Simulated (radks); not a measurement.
Species: Ru-. Configuration: [Kr] 4d7 5s2.

Calculated with a radial shooting solver on a logarithmic mesh with Libxc functionals: scalar-relativistic Kohn-Sham, LDA (Slater exchange, VWN5 correlation), spin-polarised, spherical densities, finite nucleus; open shells are filled with parallel spins first (spin-orbit coupling, left out, can overturn this in heavy ions); Fermi nuclear charge, rms radius 4.4809 fm; hard spherical wall at 2.5 bohr.

Energy parts (eV):
total: -122986.011
kinetic: 127949.661
electron-nucleus: -299738.029
Hartree: 52380.807
exchange-correlation: -3578.450

Orbitals (lengths in bohr, moments of r in powers of bohr; r(90%) holds 90 % of the orbital's charge):
orbital  occ.  eigenvalue (eV)  r(90%)
1s up       1        -21851.85  0.0600
1s down     1        -21851.84  0.0600
2s up       1        -3095.916   0.225
2s down     1        -3095.416   0.225
2p up       3        -2768.944   0.207
2p down     3        -2768.551   0.207
3s up       1        -502.2334   0.597
3s down     1        -501.8806   0.597
3p up       3        -394.8639   0.611
3p down     3        -394.4806   0.611
3d up       5        -221.2956   0.616
3d down     5        -220.7830   0.616
4s up       1         -33.9054    1.52
4s down     1         -31.8271    1.52
4p up       3          -4.9771    1.66
4p down     3          -2.8476    1.66
4d up       5          38.0471    1.86
4d down     2          40.1614    1.87
4f up       0          81.7539    2.00
4f down     0          83.7492    2.00
5s up       1          68.4942    2.10
5s down     1          70.0311    2.11
5p up       0          86.9787    2.12
5p down     0          88.4776    2.12
6s up       0         211.3700    2.21
6s down     0         212.8794    2.21

The highest occupied level is 5s down at 70.031 eV. The electron density at the nucleus is 1.122e+05 e/bohr^3 (large components only). Summed over all electrons, <r^2> = 33.20 bohr^2, which gives a Langevin (diamagnetic) susceptibility term of -26.3 x 10^-6 cm^3/mol. Spin moment in Bohr magnetons: 3. The density falls to 0.001 e/bohr^3 at r = 2.44 bohr. The pressure on the wall is 4420 GPa.
